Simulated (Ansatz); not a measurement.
A run for Ansatz (a program for electronic structure): R-wB97M-V/def2-TZVPP on C3H9Al (SMILES [CH3][Al]([CH3])[CH3]).

Ansatz 0.2 input:
```yaml
crystal:
  periodic: [false, false, false]
  atoms:
    - {symbol: C, position_ang: [-0.57240010, 1.86136163, 0.24218856]}
    - {symbol: Al, position_ang: [-0.00123348, 0.00010017, -0.00030345]}
    - {symbol: C, position_ang: [1.90534453, -0.45689719, 0.07351034]}
    - {symbol: C, position_ang: [-1.33427832, -1.40437557, -0.31599729]}
    - {symbol: H, position_ang: [-0.12296694, 2.50899778, -0.51838626]}
    - {symbol: H, position_ang: [-0.23500946, 2.25250789, 1.20789131]}
    - {symbol: H, position_ang: [-1.65520974, 1.99379546, 0.19063689]}
    - {symbol: H, position_ang: [2.25564031, -0.80412663, -0.90499444]}
    - {symbol: H, position_ang: [2.09041663, -1.28125201, 0.76967652]}
    - {symbol: H, position_ang: [2.54096972, 0.38043135, 0.36957907]}
    - {symbol: H, position_ang: [-0.89347256, -2.37170347, -0.56663557]}
    - {symbol: H, position_ang: [-2.02196409, -1.12909749, -1.12188390]}
    - {symbol: H, position_ang: [-1.95583651, -1.54974193, 0.57481822]}
basis:
  gaussian:
    orbitals: def2-TZVPP
hamiltonian:
  xc: {name: wB97M-V}
scf: {lower_state_search: off}
```

Give the final energy of this run.

-362.1372 hartree.

How many basis functions does it have, and what does it roughly cost on one machine?

261 functions; roughly 10 core-seconds.
